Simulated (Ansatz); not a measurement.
Input for Ansatz (a quantum-chemistry and plane-wave program): R-wB97M-V/def2-TZVPP on ClHSSn (SMILES [SH][Sn][Cl]), a point of a torsion scan. Elements past Kr take the def2 small-core potentials; no spin–orbit coupling.

Ansatz 0.2 input:
```yaml
crystal:
  periodic: [false, false, false]
  atoms:
    - {symbol: S, position_ang: [-1.37672660, 0.46111357, 0.49159952]}
    - {symbol: Sn, position_ang: [0.87275619, 0.93821439, -0.38006654]}
    - {symbol: Cl, position_ang: [1.36494662, 2.81152574, 0.96695287]}
    - {symbol: H, position_ang: [-1.65964858, -0.59528969, -0.26494783]}
basis:
  gaussian:
    orbitals: def2-TZVPP
hamiltonian:
  xc: {name: wB97M-V}
scf: {lower_state_search: off}
```

**Question.** What total energy does the run end on?

**Answer.** -1073.3242 hartree.

**Question.** How many basis functions does it have, and what does it roughly cost on one machine?

**Answer.** 148 functions; roughly 6 core-seconds.
